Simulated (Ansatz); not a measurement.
Abstraction of F: C2HF3Ge + CH2I → C2HF2Ge + CH2FI

Gas-phase species: C2HF3Ge `C#[C][Ge]([F])([F])[F]`, singlet; CH2I `[CH2]I`, doublet; C2HF2Ge `C#[C][Ge]([F])[F]`, doublet; CH2FI (fluoroiodomethane) `FCI`, singlet. A radical takes F: the energy is the difference in strength between the Ge–F bond broken and the C–F bond made.

Shapes, held fixed at every level: PBE0-D4/def2-TZVP. Programs: Ansatz 0.2.0. The zero-point and thermal change to 298 K, harmonic and unscaled (PBE0-D4/def2-TZVP), is +9.8 kJ/mol.

```tsv
level	kind	ΔH(298 K) (kJ/mol)	less CCSD(T)/def2-TZVPP
HF/def2-TZVPP	Hartree–Fock	+131.6	+18.6
SPW92/def2-TZVPP	LDA	+62.2	-50.8
r2SCAN-D4/def2-TZVPP	meta-GGA	+97.7	-15.3
BHLYP-D4/def2-TZVPP	global hybrid	+105.3	-7.7
wB97X-V/def2-TZVPP	range-separated hybrid	+97.8	-15.2
CCSD/def2-TZVPP	coupled cluster or CI	+117.3	+4.3
CCSD(T)/def2-TZVPP	coupled cluster or CI	+113.0	0.0
```

The highest level, CCSD(T)/def2-TZVPP, gives ΔH(298 K) = +113.0 kJ/mol; the levels span +62.2 to +131.6. The column of differences is taken from that level and isn't an error. No measured value is set beside it here. Open shells run unrestricted. For atoms past krypton def2 sets carry core potentials with scalar relativity. Relativity is left out for Ge. Outer-core shells of Ge, I are correlated, in sets that cover them unevenly.
